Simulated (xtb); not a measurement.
xtb input:

```bash
xtb mol.xyz --gfn 1 --sp --chrg 1 --uhf 0
```
mol.xyz:
```
9

Si     0.06006279    -0.26826582     0.36171470
O     -0.69420343     1.34199097     0.01341476
O     -0.87444894    -1.10217367    -0.63206906
O      1.53213635     0.13754145    -0.11224789
H     -0.12302244    -0.51067022     1.78744086
H     -0.11809475     2.09976219    -0.19123378
H     -1.14985788    -2.01951378    -0.53877933
H      2.36618050    -0.20828111     0.22068312
H     -1.52395636     1.37555438    -0.49489915
```

### Question
Which total energy does the run end on?

### Answer
-18.39734 Eh (GFN1-xTB).

It need not be the lowest isomer of its formula.
